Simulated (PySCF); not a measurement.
Computed with PySCF with PBE-D3(BJ)/def2-TZVP // r2SCAN-D4/def2-SVP. Isolated molecules, 0 K electronic values unless said otherwise. One relaxed conformer stands for a flexible species; it need not be the lowest. 

Reference species: [Nb(Cl)4(NH2)] (neutral, multiplicity 1).

* **charge on the central atom (Mulliken)**: 1.20 e
* **HOMO**: -7.38 eV

Changed species: [Nb(Cl)(NH2)4] (4 of 5 Cl replaced by NH2; the reference has 1 of 5 Cl replaced by NH2).

Problem. Give the shifts of the charge on the central atom (Mulliken) and HOMO.

Solution. the charge on the central atom (Mulliken) rises by 0.27 e, to 1.47 e; the HOMO goes up by 1.61 eV, to -5.77 eV.
